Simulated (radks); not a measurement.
The numbers below are computed, except where a source is named.
Initial-state core-level shifts of the sulfur ion S+ when its valence configuration changes from [Ne] 3s2 3p3. Level of theory: non-relativistic Kohn-Sham, TPSS, spin-polarised, spherical densities, point nucleus; open shells are filled with parallel spins first; meta-GGA in the generalised Kohn-Sham scheme (a radial shooting solver on a logarithmic mesh with Libxc functionals). Shifts are changes of the shell-averaged eigenvalues in eV (positive: less bound); the change of the density at the nucleus, which sets a Mossbauer isomer shift, is in e/bohr^3, on a base of 2674.

\begin{tabular}{lrrrr}
valence & 1s & 2s & 2p & density at nucleus \\ \hline
3s1.5 3p3.5 & -0.749 & -0.729 & -0.727 & -4.5017 \\
3s1 3p4 & -1.490 & -1.450 & -1.446 & -9.0230 \\
3s0.5 3p4.5 & -2.467 & -2.370 & -2.364 & -13.7568 \\
3p5 & -3.311 & -3.172 & -3.165 & -18.5176 \\
\end{tabular}
